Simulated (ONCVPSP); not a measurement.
## What one change does to a pseudopotential (Bi (Z = 83), ONCV)

ONCVPSP 4.0.1 input, shortened (lines: element, Z, core and valence counts, functional; n l f; lmax; l rc ep ncon nbas qcut; lloc lpopt rc5 dvloc0; l nproj debl; icmod fcfact rcfact), PBE, scalar-relativistic:

```
  Bi 83.00   10    5        4      upf
    1    0    2.00
    2    0    2.00
    2    1    6.00
    3    0    2.00
    3    1    6.00
    3    2   10.00
    4    0    2.00
    4    1    6.00
    4    2   10.00
    4    3   14.00
    5    0    2.00
    5    1    6.00
    5    2   10.00
    6    0    2.00
    6    1    3.00
    2
    0    1.25    0.00    4    8    8.20
    1    1.55    0.00    3    6    8.90
    2    1.50    0.00    4    8   12.60
    4    5    1.00    0.00
    0    2    1.90
    1    2    2.50
    2    2    1.10
    3    5.75    1.70
```

All-electron outer shells of the reference configuration (PBE, scalar-relativistic, ld1.x):

```json
{"shell": "4d", "level (eV)": "-430.06", "outermost node (bohr)": "0.19", "outermost maximum (bohr)": "0.38"}
{"shell": "5s", "level (eV)": "-157.79", "outermost node (bohr)": "0.44", "outermost maximum (bohr)": "0.77"}
{"shell": "4f", "level (eV)": "-152.59", "outermost node (bohr)": "–", "outermost maximum (bohr)": "0.34"}
{"shell": "5p", "level (eV)": "-95.86", "outermost node (bohr)": "0.48", "outermost maximum (bohr)": "0.86"}
{"shell": "5d", "level (eV)": "-27.08", "outermost node (bohr)": "0.51", "outermost maximum (bohr)": "1.03"}
{"shell": "6s", "level (eV)": "-14.48", "outermost node (bohr)": "0.98", "outermost maximum (bohr)": "1.88"}
{"shell": "6p", "level (eV)": "-4.57", "outermost node (bohr)": "1.14", "outermost maximum (bohr)": "2.44"}
```

Change: core correction Teter function, fcfact 5.75, rcfact 2.04.

Cutoffs: the cutoffs (Ha) at which the residual kinetic energy of the hardest occupied pseudo-wave falls to 1 and 0.1 mHa per electron; they do not see the model core or the augmentation charge, which bear on the density cutoff. Errors are all-electron minus pseudo energies relative to the spin-unpolarised reference configuration.

Task: What does the change do?

Result: The potential gets neither clearly harder nor softer (31 Ha and 95 Ha → 31 Ha and 95 Ha); of the 4 tests that both files solve, the error grows in 3 and shrinks in 0 by more than 15 % and 0.3 meV (median size 20.2 → 52.8 meV); neither file shows a bound ghost. A model core, the more so a compact one, raises the density cutoff, which this test does not measure.

```tsv
quantity	base	changed
cutoff, loose	31 Ha	31 Ha
cutoff, tight	95 Ha	95 Ha
bound ghosts	none	none
GHOST(+) flags under 300 eV	s at 153.1 eV	s at 153.1 eV
error for 5s2 5p6 5d10 6s2 6p2, meV [ΔE 7.91 eV]	-3.5	-5.0
error for 5s2 5p6 5d10 6s2 6p1, meV [ΔE 23.16 eV]	-12	-24
error for 5s2 5p6 5d10 6s2 6p0, meV [ΔE 46.50 eV]	-29	-81
error for 5s2 5p5 5d10 6s2 6p3, meV [ΔE 103.21 eV]	-257	-272
s: phases at 1.27 bohr within 0.05 rad from the reference energy up to (Ha; the scan ends near 5)	4.5	4.5
p: phases at 1.57 bohr within 0.05 rad from the reference energy up to (Ha; the scan ends near 5)	to the end of the scan	to the end of the scan
d: phases at 1.53 bohr within 0.05 rad from the reference energy up to (Ha; the scan ends near 5)	to the end of the scan	to the end of the scan
rms error of d²Exc/dni dnj with the model core, mHa	4.23	6.33
```
